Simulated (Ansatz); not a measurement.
Ansatz (a first-principles code) input:

Ansatz 0.2 input:
```yaml
crystal:
  periodic: [false, false, false]
  atoms:
    - {symbol: B, position_ang: [0.03858578, 0.33162722, 0.80181897]}
    - {symbol: O, position_ang: [0.83811450, -0.14771101, -0.34356301]}
    - {symbol: C, position_ang: [2.33184364, -0.18772444, -0.41652272]}
    - {symbol: O, position_ang: [-1.26151538, 0.30861909, 0.72559329]}
    - {symbol: C, position_ang: [-2.12423639, -0.12932202, -0.34616118]}
    - {symbol: H, position_ang: [0.69428098, 0.70201061, 1.70706856]}
    - {symbol: H, position_ang: [2.62725119, 0.44658002, -1.24567083]}
    - {symbol: H, position_ang: [2.61626317, -1.22572266, -0.55348832]}
    - {symbol: H, position_ang: [2.67612157, 0.20329085, 0.53362965]}
    - {symbol: H, position_ang: [-1.96249705, -1.18906770, -0.54671587]}
    - {symbol: H, position_ang: [-3.14375078, 0.01828517, -0.00572863]}
    - {symbol: H, position_ang: [-1.95155129, 0.47680384, -1.23623646]}
    - {symbol: H, position_ang: [0.39251685, -0.47530206, -1.14209175]}
basis:
  gaussian:
    orbitals: STO-3G
total_charge: 1
magnetization: {spin_polarized: false}
correlation: {method: ccsd_t, electrons: outside_noble_gas}
```

Question: What final total energy does it print?

Answer: -251.74229 Eh (CCSD(T)/STO-3G). The basis has 33 functions.

It need not be the lowest isomer of its formula.
